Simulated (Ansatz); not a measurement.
Compare A (`C[SiH](F)CN`) with its isomer B (`NCC[SiH2]F`).

Computed with Ansatz on PBE0-D4/def2-TZVP structures; ΔE is electronic, products minus reactants. CCSD(T)/CBS adds triple-zeta CCSD(T) − MP2 to the extrapolated MP2 energy (def2 sets, frozen cores). DFT in def2-TZVPP. B3LYP here is the variant with VWN-RPA as its local correlation; programs differ in this. Each species was taken in one conformer, which may not be the lowest.

A:

```xyz
13

C    -1.6492    0.6692   -0.6346
Si   -0.5832    0.0992    0.7689
F    -1.4533   -0.8352    1.7479
C     0.9043   -0.8738    0.1765
N     1.7961    0.0683   -0.4995
H    -1.0389    1.2368   -1.3418
H    -2.4623    1.3095   -0.2863
H    -2.0845   -0.1814   -1.1650
H    -0.1069    1.2537    1.5821
H     1.3627   -1.4469    0.9963
H     0.5502   -1.6082   -0.5550
H     2.5646   -0.4086   -0.9531
H     2.2006    0.7172    0.1636
```

B:

Z-matrix (Å, degrees):
```
C
C 1 1.521
N 1 1.455 2 110.5
H 1 1.095 2 109.4 3 -118.3
H 1 1.101 2 109.1 3 125.6
Si 2 1.858 1 114.8 3 174.7
H 2 1.097 1 110.2 3 -62.8
H 2 1.097 1 109.3 3 53.5
H 3 1.013 1 110.2 2 62.7
H 3 1.013 1 110.7 2 -179.3
F 6 1.606 2 109.8 1 62.2
H 6 1.486 2 111.3 1 -56.0
H 6 1.485 2 111.2 1 -179.1
```

Q: Which is lower in electronic energy at CCSD(T)/CBS, and by how much? (An estimate is asked.)

A: Computed: A, by 38.6 kJ/mol.

Q: Give E(B) − E(A) in kJ/mol with CCSD(T)/def2-TZVPP, HF/def2-TZVPP, PBE-D4, B3LYP, r2SCAN-D4, MP2/def2-TZVPP, B3LYP-D4. (Best estimate.)

A: Computed: CCSD(T)/def2-TZVPP 37.6, HF/def2-TZVPP 33.8, PBE-D4 41.6, B3LYP 40.0, r2SCAN-D4 43.0, MP2/def2-TZVPP 38.5, B3LYP-D4 41.3. None reverses the order clearly.

Largest T1 diagnostic: 0.010.

In def2-TZVPP, CCSD(T) changes the Hartree–Fock value by +3.8 kJ/mol (the triples alone add +0.3 kJ/mol) and MP2 by +4.6 kJ/mol.
